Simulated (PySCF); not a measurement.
Shifts of the heteroatoms

Molfile (atoms numbered from 1):
```
C7H7FO
     RDKit          3D

 16 16  0  0  0  0  0  0  0  0999 V2000
   -2.6625   -0.5359    0.9185 O   0  0  0  0  0  0  0  0  0  0  0  0
   -2.0640   -0.0855   -0.2770 C   0  0  0  0  0  0  0  0  0  0  0  0
   -0.5631   -0.0157   -0.2069 C   0  0  0  0  0  0  0  0  0  0  0  0
    0.1599   -1.0247    0.4235 C   0  0  0  0  0  0  0  0  0  0  0  0
    1.5430   -0.9820    0.4804 C   0  0  0  0  0  0  0  0  0  0  0  0
    2.1977    0.0826   -0.1094 C   0  0  0  0  0  0  0  0  0  0  0  0
    3.5351    0.1307   -0.0582 F   0  0  0  0  0  0  0  0  0  0  0  0
    1.5147    1.1009   -0.7428 C   0  0  0  0  0  0  0  0  0  0  0  0
    0.1294    1.0432   -0.7815 C   0  0  0  0  0  0  0  0  0  0  0  0
   -2.3691    0.0379    1.6319 H   0  0  0  0  0  0  0  0  0  0  0  0
   -2.3722   -0.8049   -1.0414 H   0  0  0  0  0  0  0  0  0  0  0  0
   -2.4594    0.8933   -0.5798 H   0  0  0  0  0  0  0  0  0  0  0  0
   -0.3745   -1.8485    0.8827 H   0  0  0  0  0  0  0  0  0  0  0  0
    2.1169   -1.7595    0.9691 H   0  0  0  0  0  0  0  0  0  0  0  0
    2.0642    1.9224   -1.1852 H   0  0  0  0  0  0  0  0  0  0  0  0
   -0.4220    1.8422   -1.2665 H   0  0  0  0  0  0  0  0  0  0  0  0
  1  2  1  0
  2  3  1  0
  3  4  1  0
  4  5  2  0
  5  6  1  0
  6  7  1  0
  6  8  2  0
  8  9  1  0
  9  3  2  0
  1 10  1  0
  2 11  1  0
  2 12  1  0
  4 13  1  0
  5 14  1  0
  8 15  1  0
  9 16  1  0
M  END
```

- B97-2/pcSseg-2 with gauge-including orbitals
- PBE0-D3(BJ)/def2-TZVP geometry
- run in PySCF 2.14
- one computed conformer, fast rotation and ring inversion assumed for equivalent nuclei, non-relativistic, no solvent

Question: Where does $^{19}$F resonate?

Answer: 
```json
{"atoms": "F7", "environment": "aryl fluorine", "σ (ppm)": "293.5", "δ (ppm)": "-115.2"}
```

Shieldings were converted by a linear fit to measured shifts: $^{19}$F (scatter 4.2 ppm rms, 5.7 ppm with the 8 outliers that the fit left out vs CFCl3, solution or neat liquid, with a term for F on sp3 carbon). A few per cent of atoms miss by over 2 rms, more outside the fitted compound classes.

On a 500 MHz spectrometer $^{19}$F resonates near 470.5 MHz, so 1 ppm is 470.5 Hz.

Question: What are the $^{17}$O shifts?

Answer: 
```csv
atoms,environment,σ (ppm),δ (ppm)
O1,alcohol oxygen,280.0,8.9
```

Shieldings were converted by a linear fit to measured shifts: $^{17}$O: δ = 274.03 − 0.947σ (rms 12.2 ppm, 99 shifts vs liquid water, solution or neat liquid). Occasional misses reach two or three times the rms, and more in compound classes unlike the fitted ones.

On a 500 MHz spectrometer $^{17}$O resonates near 67.8 MHz, so 1 ppm is 67.8 Hz.
